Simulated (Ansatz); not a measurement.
Ansatz (an electronic-structure program) input (B3LYP-D3(BJ)/def2-TZVP):

Ansatz 0.2 input:
```yaml
crystal:
  periodic: [false, false, false]
  atoms:
    - {symbol: Y, position_ang: [-0.08806314, 0.31507353, 0.30485061]}
    - {symbol: F, position_ang: [-0.83464583, -1.55936178, -0.29091646]}
    - {symbol: F, position_ang: [0.08018695, 1.57714663, -1.12630298]}
    - {symbol: F, position_ang: [1.13606582, -1.38310346, 0.09620013]}
basis:
  gaussian:
    orbitals: def2-TZVP
hamiltonian:
  xc: b3lyp
  dispersion: d3bj
total_charge: 1
magnetization: {spin_polarized: true, initial_magnetization: 1}
phonons: {temperatures: {t_min: 298.15, t_max: 298.15, t_step: 100}}
```

Output:

```
Functional definition: B3LYP
integrals: 0.04 GiB planned
835 factors; their error is unknown
mean field: 0.54 GiB planned
mean field evaluation 1: about -9176.3171 eV, gradient 7.5e1 eV
mean field evaluation 2: about -8920.2277 eV, gradient 2.4e2 eV
mean field evaluation 4: about -9189.5339 eV, gradient 3.2e1 eV
mean field evaluation 8: about -9192.4973 eV, gradient 5.0e-2 eV
mean field evaluation 16: about -9192.5408 eV, gradient 3.9e-4 eV
mean field -9192.54080673 eV, -337.8196437194 hartree, gradient 4.4e-5 eV, S^2 0.758723; 2 other end points of the search recorded, 0 dependent functions left out
the calculation of the forces begins
reference -9192.54107992 eV, -337.8196537589 hartree; 19, 18 occupied and 114, 115 virtual orbitals, 835 factors
these checks for a lower state are left out or cut short: stability, starts, cluster_reference, orbital_swaps, neighbouring_geometries, increment
integrals: 0.04 GiB planned
835 factors; their error is unknown
mean field: 0.54 GiB planned
mean field evaluation 32: about -9192.5407 eV, gradient 9.7e-7 eV
mean field -9192.54074562 eV, -337.8196414738 hartree, gradient 9.7e-7 eV, S^2 0.758717; 0 other end points of the search recorded, 0 dependent functions left out
the calculation of the forces begins
reference -9192.54101871 eV, -337.8196515095 hartree; 19, 18 occupied and 114, 115 virtual orbitals, 835 factors
these checks for a lower state are left out or cut short: stability, starts, cluster_reference, orbital_swaps, neighbouring_geometries, increment
integrals: 0.04 GiB planned
835 factors; their error is unknown
mean field: 0.54 GiB planned
mean field -9192.54074695 eV, -337.8196415224 hartree, gradient 1.1e-6 eV, S^2 0.758729; 0 other end points of the search recorded, 0 dependent functions left out
the calculation of the forces begins
reference -9192.54102024 eV, -337.8196515658 hartree; 19, 18 occupied and 114, 115 virtual orbitals, 835 factors
these checks for a lower state are left out or cut short: stability, starts, cluster_reference, orbital_swaps, neighbouring_geometries, increment
integrals: 0.04 GiB planned
835 factors; their error is unknown
mean field: 0.54 GiB planned
mean field -9192.54075230 eV, -337.8196417191 hartree, gradient 2.1e-6 eV, S^2 0.758720; 0 other end points of the search recorded, 0 dependent functions left out
the calculation of the forces begins
reference -9192.54102547 eV, -337.8196517581 hartree; 19, 18 occupied and 114, 115 virtual orbitals, 835 factors
these checks for a lower state are left out or cut short: stability, starts, cluster_reference, orbital_swaps, neighbouring_geometries, increment
integrals: 0.04 GiB planned
835 factors; their error is unknown
mean field: 0.54 GiB planned
mean field -9192.54075643 eV, -337.8196418708 hartree, gradient 1.9e-6 eV, S^2 0.758725; 0 other end points of the search recorded, 0 dependent functions left out
the calculation of the forces begins
reference -9192.54102964 eV, -337.8196519110 hartree; 19, 18 occupied and 114, 115 virtual orbitals, 835 factors
these checks for a lower state are left out or cut short: stability, starts, cluster_reference, orbital_swaps, neighbouring_geometries, increment
integrals: 0.04 GiB planned
835 factors; their error is unknown
mean field: 0.54 GiB planned
mean field -9192.54078550 eV, -337.8196429393 hartree, gradient 3.0e-6 eV, S^2 0.758702; 0 other end points of the search recorded, 0 dependent functions left out
the calculation of the forces begins
reference -9192.54105867 eV, -337.8196529779 hartree; 19, 18 occupied and 114, 115 virtual orbitals, 835 factors
these checks for a lower state are left out or cut short: stability, starts, cluster_reference, orbital_swaps, neighbouring_geometries, increment
integrals: 0.04 GiB planned
835 factors; their error is unknown
mean field: 0.54 GiB planned
mean field evaluation 64: about -9192.5408 eV, gradient 2.7e-6 eV
mean field -9192.54079450 eV, -337.8196432699 hartree, gradient 2.7e-6 eV, S^2 0.758744; 0 other end points of the search recorded, 0 dependent functions left out
the calculation of the forces begins
reference -9192.54106772 eV, -337.8196533104 hartree; 19, 18 occupied and 114, 115 virtual orbitals, 835 factors
these checks for a lower state are left out or cut short: stability, starts, cluster_reference, orbital_swaps, neighbouring_geometries, increment
integrals: 0.04 GiB planned
835 factors; their error is unknown
mean field: 0.55 GiB planned
mean field -9192.54077110 eV, -337.8196424101 hartree, gradient 1.9e-6 eV, S^2 0.758718; 0 other end points of the search recorded, 0 dependent functions left out
the calculation of the forces begins
reference -9192.54104424 eV, -337.8196524478 hartree; 19, 18 occupied and 114, 115 virtual orbitals, 835 factors
these checks for a lower state are left out or cut short: stability, starts, cluster_reference, orbital_swaps, neighbouring_geometries, increment
integrals: 0.04 GiB planned
835 factors; their error is unknown
mean field: 0.55 GiB planned
mean field -9192.54079255 eV, -337.8196431982 hartree, gradient 2.4e-6 eV, S^2 0.758727; 0 other end points of the search recorded, 0 dependent functions left out
the calculation of the forces begins
reference -9192.54106579 eV, -337.8196532396 hartree; 19, 18 occupied and 114, 115 virtual orbitals, 835 factors
these checks for a lower state are left out or cut short: stability, starts, cluster_reference, orbital_swaps, neighbouring_geometries, increment
integrals: 0.04 GiB planned
835 factors; their error is unknown
mean field: 0.54 GiB planned
mean field -9192.54080439 eV, -337.8196436335 hartree, gradient 2.6e-6 eV, S^2 0.758717; 0 other end points of the search recorded, 0 dependent functions left out
the calculation of the forces begins
reference -9192.54107757 eV, -337.8196536724 hartree; 19, 18 occupied and 114, 115 virtual orbitals, 835 factors
these checks for a lower state are left out or cut short: stability, starts, cluster_reference, orbital_swaps, neighbouring_geometries, increment
integrals: 0.04 GiB planned
835 factors; their error is unknown
mean field: 0.54 GiB planned
mean field -9192.54080089 eV, -337.8196435048 hartree, gradient 2.8e-6 eV, S^2 0.758728; 0 other end points of the search recorded, 0 dependent functions left out
the calculation of the forces begins
reference -9192.54107410 eV, -337.8196535450 hartree; 19, 18 occupied and 114, 115 virtual orbitals, 835 factors
these checks for a lower state are left out or cut short: stability, starts, cluster_reference, orbital_swaps, neighbouring_geometries, increment
integrals: 0.04 GiB planned
835 factors; their error is unknown
mean field: 0.54 GiB planned
mean field -9192.54076389 eV, -337.8196421450 hartree, gradient 2.4e-6 eV, S^2 0.758726; 0 other end points of the search recorded, 0 dependent functions left out
the calculation of the forces begins
reference -9192.54103716 eV, -337.8196521876 hartree; 19, 18 occupied and 114, 115 virtual orbitals, 835 factors
these checks for a lower state are left out or cut short: stability, starts, cluster_reference, orbital_swaps, neighbouring_geometries, increment
integrals: 0.04 GiB planned
835 factors; their error is unknown
mean field: 0.54 GiB planned
mean field evaluation 96: about -9192.4972 eV, gradient 1.4e-1 eV
mean field -9192.54075228 eV, -337.8196417185 hartree, gradient 2.7e-6 eV, S^2 0.758719; 0 other end points of the search recorded, 0 dependent functions left out
the calculation of the forces begins
reference -9192.54102539 eV, -337.8196517551 hartree; 19, 18 occupied and 114, 115 virtual orbitals, 835 factors
these checks for a lower state are left out or cut short: stability, starts, cluster_reference, orbital_swaps, neighbouring_geometries, increment
integrals: 0.04 GiB planned
835 factors; their error is unknown
mean field: 0.54 GiB planned
mean field -9192.54077606 eV, -337.8196425922 hartree, gradient 2.6e-6 eV, S^2 0.758722; 0 other end points of the search recorded, 0 dependent functions left out
the calculation of the forces begins
reference -9192.54104920 eV, -337.8196526299 hartree; 19, 18 occupied and 114, 115 virtual orbitals, 835 factors
these checks for a lower state are left out or cut short: stability, starts, cluster_reference, orbital_swaps, neighbouring_geometries, increment
integrals: 0.04 GiB planned
835 factors; their error is unknown
mean field: 0.54 GiB planned
mean field -9192.54080106 eV, -337.8196435111 hartree, gradient 1.9e-6 eV, S^2 0.758724; 0 other end points of the search recorded, 0 dependent functions left out
the calculation of the forces begins
reference -9192.54107430 eV, -337.8196535526 hartree; 19, 18 occupied and 114, 115 virtual orbitals, 835 factors
Total energy: -9192.62487359 eV, -337.8227331194 hartree
Atom 0 at    -0.088063     0.315074     0.304851 Å, force     0.000086     0.000083    -0.000475 eV/Å
Atom 1 at    -0.834646    -1.559362    -0.290916 Å, force    -0.000065    -0.000003     0.000068 eV/Å
Atom 2 at     0.080187     1.577147    -1.126303 Å, force    -0.000055    -0.000086     0.000320 eV/Å
Atom 3 at     1.136066    -1.383103     0.096200 Å, force     0.000034     0.000006     0.000088 eV/Å
Dipole moment:    -0.291732     0.585808     1.218409 e Å
Vibrations: 91.22 110.94 316.80 321.57 532.23 679.65 cm⁻¹, zero-point energy 0.127234 eV
```

The spin state was set by rule; other spins were not relaxed.
